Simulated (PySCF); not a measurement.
**Mg (magnesium, neutral): PBE calculation**

Configuration: [Ne] 3s2, closed-shell 1S. Calculation: PySCF 2.14, in def2-TZVPPD (5s5p3d, 35 functions); the non-relativistic Hamiltonian (point nucleus).

```
Total energy                                     : -199.9430 hartree
One-electron energy                              : -279.3572 hartree
Hartree (Coulomb) energy                         : 95.7124 hartree
Exchange-correlation energy                      : -16.2982 hartree
Kinetic energy                                   : 199.16524 hartree
⟨S²⟩                                             : 0.0000
⟨L²⟩                                             : 0.000
Sum of ⟨r⟩                                       : 12.11 bohr
Sum of ⟨r²⟩                                      : 28.23 bohr²
Density at the nucleus (Gaussians lack the cusp) : 1050 bohr⁻³
Langevin diamagnetic susceptibility              : -22.4 ×10⁻⁶ cm³/mol
```

```json
{"shell": "1s", "electrons": "2", "mean orbital energy (hartree)": "-46.22922", "rms radius, mean of both spins (bohr)": "0.152"}
{"shell": "2s", "electrons": "2", "mean orbital energy (hartree)": "-2.92452", "rms radius, mean of both spins (bohr)": "0.765"}
{"shell": "2p", "electrons": "6", "mean orbital energy (hartree)": "-1.71600", "rms radius, mean of both spins (bohr)": "0.781"}
{"shell": "3s", "electrons": "2", "mean orbital energy (hartree)": "-0.17271", "rms radius, mean of both spins (bohr)": "3.42"}
```
